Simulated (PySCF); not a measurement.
SMILES CC(C)(C)C[SiH2]B(O)O, GFN2-xTB optimised geometry.

```
24

C      2.16    -0.11     0.00
C      0.62    -0.11     0.00
C      0.13     1.34     0.00
C      0.13    -0.81    -1.26
C      0.13    -0.85     1.25
Si    -1.73    -0.84     1.66
B     -2.19    -2.22     2.99
O     -1.30    -3.21     3.24
O     -3.36    -2.29     3.69
H      2.54     0.43     0.87
H      2.54     0.38    -0.89
H      2.54    -1.12     0.03
H     -0.96     1.37    -0.08
H      0.41     1.84     0.92
H      0.55     1.89    -0.84
H      0.48    -1.84    -1.28
H      0.50    -0.31    -2.15
H     -0.95    -0.82    -1.30
H      0.46    -1.89     1.18
H      0.65    -0.43     2.12
H     -2.54    -0.98     0.42
H     -2.11     0.52     2.12
H     -1.58    -3.85     3.89
H     -4.01    -1.60     3.54
```

Density from PBE/def2-SVP in PySCF 2.14.0 at that geometry.

Minimum of the electron density along straight lines between bonded atoms, close to the bond critical point (lines longer than 1.1 times the sum of covalent radii, or with two minima, are not listed):

| bond | length / Å | ρ at the minimum / e bohr⁻³ | ∇²ρ there / e bohr⁻⁵ | position (fraction from the first atom) |
|---|---|---|---|---|
| C1–C2 | 1.534 | 0.240 | -0.52 | 0.50 |
| C2–C3 | 1.528 | 0.242 | -0.53 | 0.50 |
| C2–C4 | 1.528 | 0.242 | -0.53 | 0.50 |
| C2–C5 | 1.534 | 0.237 | -0.50 | 0.50 |
| C5–Si6 | 1.907 | 0.109 | 0.29 | 0.62 |
| Si6–B7 | 1.975 | 0.112 | 0.11 | 0.38 |
| B7–O8 | 1.350 | 0.207 | ___ | 0.33 |
| B7–O9 | 1.367 | 0.197 | 1.08 | 0.33 |
| C1–H10 | 1.088 | 0.274 | -0.98 | 0.63 |
| C1–H11 | 1.088 | 0.273 | -0.98 | 0.63 |
| C1–H12 | 1.088 | 0.274 | -0.98 | 0.63 |
| C3–H13 | 1.086 | 0.275 | -0.99 | 0.63 |
| C3–H14 | 1.087 | 0.274 | -0.98 | 0.63 |
| C3–H15 | 1.088 | 0.273 | -0.98 | 0.63 |
| C4–H16 | 1.088 | 0.274 | -0.98 | 0.63 |
| C4–H17 | 1.088 | 0.273 | -0.98 | 0.62 |
| C4–H18 | 1.086 | 0.276 | -1.00 | 0.63 |
| C5–H19 | 1.093 | 0.269 | -0.94 | 0.63 |
| C5–H20 | 1.094 | 0.268 | -0.92 | 0.62 |
| Si6–H21 | 1.481 | 0.111 | 0.30 | 0.49 |
| Si6–H22 | 1.484 | 0.111 | 0.30 | 0.49 |
| O8–H23 | 0.960 | 0.354 | -2.27 | 0.81 |
| O9–H24 | 0.955 | 0.361 | -2.39 | 0.81 |

Task: What belongs in the gaps?

Result: 
- B7–O8, ∇²ρ there / e bohr⁻⁵: 1.19
